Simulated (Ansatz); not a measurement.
Molecule: C$_{3}$H$_{10}$BO, charge 1, multiplicity 1. It need not be the lowest isomer of its formula. 
Coordinates optimised at B3LYP-D3(BJ)/def2-TZVP (Ansatz, a first-principles code):
SMILES: C[OH+]B(C)C
```xyz
15

C      2.0229     0.3993     0.0750
O      0.8060    -0.4636     0.0981
B     -0.6110    -0.0904    -0.0256
C     -0.8957     1.4003    -0.2836
C     -1.5774    -1.2788     0.1211
H      1.7566     1.2804    -0.4943
H      2.7978    -0.1740    -0.4229
H      2.2755     0.6361     1.1034
H      0.9898    -1.3968     0.2955
H     -0.4247     2.0560     0.4555
H     -1.9656     1.6028    -0.2781
H     -0.5128     1.7108    -1.2634
H     -1.1281    -2.2651     0.2564
H     -2.2352    -1.3222    -0.7534
H     -2.2453    -1.0922     0.9698
```
Charge +1, spin multiplicity 1.

Parts of the frozen-core correlation energy in cc-pVTZ (Ansatz, hartree). Frozen orbitals: 5; correlated occupied orbitals by spin: 15 and 15; virtual: 270 and 270. Spin-orbit coupling is left out. No relativistic terms.

```
term                            value
-------------------------  ----------
reference (HF)             -218.85300
MP2 opposite-spin            -0.67090
MP2 same-spin                -0.19058
CCSD correlation             -0.91441
(T)                          -0.03295
T1 diagnostic                   0.010
largest doubles amplitude       0.016
```
